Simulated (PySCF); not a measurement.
C₃H₇FOSi, SMILES [Si@@H](F)(C)C(C)=O. Geometry optimised at B3LYP-D3(BJ)/def2-SVP. The structure was generated by enumeration; whether it is a known compound was not checked. The values are those of a single conformer.

Computed equilibrium geometry at B3LYP-D3(BJ)/def2-SVP (PySCF confirms it by a frequency run) as Cartesian coordinates in Å (one conformer of several):
```xyz
13

C     -2.0642     0.6578     0.6170
C     -1.1120    -0.2973    -0.0592
O     -1.4836    -1.1707    -0.8233
Si     0.7906    -0.2220     0.2312
C      1.6484    -0.0912    -1.4173
F      1.1311     1.0870     1.1568
H     -1.7910     1.6978     0.3690
H     -3.0999     0.4505     0.3105
H     -1.9653     0.5679     1.7126
H      1.1976    -1.4312     0.9957
H      2.7403    -0.1949    -1.3210
H      1.4302     0.8765    -1.8961
H      1.2740    -0.8922    -2.0749
```
Charge 0, spin multiplicity 1.
